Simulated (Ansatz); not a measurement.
Hf4⁻, relaxed as a doublet with UKS r2SCAN-D4/def2-SVPD in Ansatz, starting from the GFN2-xTB geometry. Force threshold 0.02 eV/Å.

In the def2 sets Hf takes a core potential; there is no spin–orbit coupling. The charge -1 doublet is spin-contaminated (final ⟨S²⟩ up to 1.76, 0.75 for a pure state). The highest occupied level of the charge -1 doublet lies above zero (up to 0.52 eV). The electron is either unbound and held by the finite basis, or the level is raised by self-interaction error. Another isomer (quartet) lies 1.22 eV lower at PBE0-D4/def2-TZVPD; other spin states weren't run for this one.

Start:

Cartesian coordinates in Å:
```
Hf 0.199 -1.680 -1.997
Hf 1.497 -0.255 0.455
Hf -1.285 0.212 -0.385
Hf -0.411 1.722 1.927
```

**Question.** Estimate the energy that the relaxation releases and the steps that it takes.

**Answer.** 0.84 eV, in 5 steps; 2.3 min on 4 threads of Arm Neoverse V2 on a shared host. No frequencies were taken in this run, so the end may be a saddle point.

**Question.** Does the start keep its bonding and symmetry?

**Answer.** By distances, no bond broke or formed. The bond that changes most is Hf1–Hf2, from 3.12 to 2.74 Å (atoms count from 1). Point group C2v at the start, D2h at the end, both within 0.05 Å.

**Question.** Predict the relaxed structure.

**Answer.** 
```xyz
4

Hf    0.277   -1.544   -1.781
Hf    1.290   -0.219    0.387
Hf   -1.290    0.215   -0.391
Hf   -0.277    1.548    1.785
```
Bond lengths (bridged metal pairs left out): 5 × Hf–Hf 2.73 to 2.75 Å.
